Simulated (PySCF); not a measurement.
C$_{4}$H$_{3}$O, doublet, at a GFN2-xTB geometry. Base run: PySCF with B3LYP/STO-3G.

PySCF was given this input:
```python
from pyscf import gto, scf, dft

mol = gto.M(
    atom='''
O     0.00320980    0.03712410    1.10077705
C    -0.00470459    1.13278412    0.30613156
C     0.00607725   -1.03890390    0.29073263
C    -0.00668530    0.73246643   -0.98335742
C     0.00019942   -0.67268721   -1.02298200
H    -0.00805670    2.09460371    0.77436666
H     0.01233026   -2.00397519    0.75783522
H     0.00072736   -1.30957797   -1.88156691
''',
    basis='sto-3g',
    spin=1,
    verbose=4,
)

mf = dft.UKS(mol)
mf.xc = 'b3lyp'
mf.kernel()
mo_i, mo_e, stable_i, stable_e = mf.stability(internal=True, external=False, return_status=True, nroots=6, tol=1e-6)
print('internally stable:', stable_i, ' externally stable:', stable_e)
if not stable_i:
    umf = mf.copy()
    umf.scf_summary = {}
    umf.kernel(umf.make_rdm1(mo_i, mf.mo_occ))
```

The bond that is stretched is that between atoms 8 and 5. A test that says stable can miss a lower solution.

Variants of this job, named by their change:

| change | ΔE vs base (kcal/mol) | <S^2> | stability test says |
|---|---|---|---|
| base | 0.000 | 0.759 | internally stable (external not tested) |
| bond × 1.25 | 19.27 | 0.759 | internally stable (external not tested) |
| bond × 1.5 | 58.72 | 0.759 | internally stable (external not tested) |
| bond × 1.8 | 104.6 | 0.882 | internally stable (external not tested) |
| bond × 2.2 | 134.6 | 1.427 | internally stable (external not tested) |
| bond × 3.0 | 144.6 | 1.626 | internally stable (external not tested) |

On stretching, the SCF can end on different states; <S^2> shows the spin contamination of each.
